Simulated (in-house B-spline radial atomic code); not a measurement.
Configurations of Ho⁸⁺, with energies counted from [Kr] 4d10 4f10 5s2 5p1. Method: Dirac-Hartree-Fock, average of configuration, Fermi nucleus of rms radius 5.2022 fm. Calculated with a radial B-spline atomic code at the basis-set limit. Energies include first-order Breit, QED and recoil terms.

Occupations are held fixed; configurations that lie above the ionisation limit could autoionise.

```csv
configuration,E - E(ref) (eV),highest orbital,its <r> (bohr)
[Kr] 4d10 4f11 5s2,14.506,4f7/2,0.7368
[Kr] 4d10 4f9 5s2 5p1 5d1,30.152,5d5/2,1.593
[Kr] 4d10 4f10 5s2 6p1,67.059,6p3/2,2.551
[Kr] 4d10 4f9 5s2 5p1 5g1,86,5g7/2,2.957
[Kr] 4d10 4f10 5s2 8s1,104.67,8s1/2,5.434
[Kr] 4d10 4f10 5s2 7g1,115.85,7g7/2,6.897
[Kr] 4d10 4f10 5s2 9d1,118.84,9d5/2,8.987
[Kr] 4d9 4f10 5s2 5p1 8s1,265.8,8s1/2,5.403
[Kr] 4d9 4f10 5s2 5p1 6g1,268.87,6g7/2,4.737
[Kr] 4d9 4f10 5s2 5p1 9s1,275.33,9s1/2,7.469
```

**Question.** Order these further configurations by energy, lowest first.
A. [Kr] 4d10 4f10 5s2 6g1
B. [Kr] 4d10 4f10 5s2 9p1
C. [Kr] 4d10 4f10 5s2 5d1
D. [Kr] 4d10 4f10 5s2 6s1
E. [Kr] 4d9 4f11 5s2 5p1

**Answer.** C (40.173 eV), D (56.256 eV), A (107.62 eV), B (115.97 eV), E (168.73 eV).

**Question.** How far above the reference does [Kr] 4d10 4f9 5s2 5p1 8d1 lie?

**Answer.** 104.01 eV; its least bound orbital is 8d5/2 with <r> = 6.622 bohr.

**Question.** How far above the reference does [Kr] 4d10 4f10 5s2 7p1 lie?

**Answer.** 93.668 eV; its least bound orbital is 7p3/2 with <r> = 4.057 bohr.

**Question.** How far above the reference does [Kr] 4d10 4f10 5s2 8d1 lie?

**Answer.** 112.17 eV; its least bound orbital is 8d5/2 with <r> = 6.659 bohr.

**Question.** One of these lies 282.5 eV from the reference. Which?
A. [Kr] 4d9 4f10 5s2 5p1 8g1
B. [Kr] 4d10 4f9 5s2 5p1 7d1
C. [Kr] 4d9 4f10 5s2 5p1 5g1

**Answer.** A.
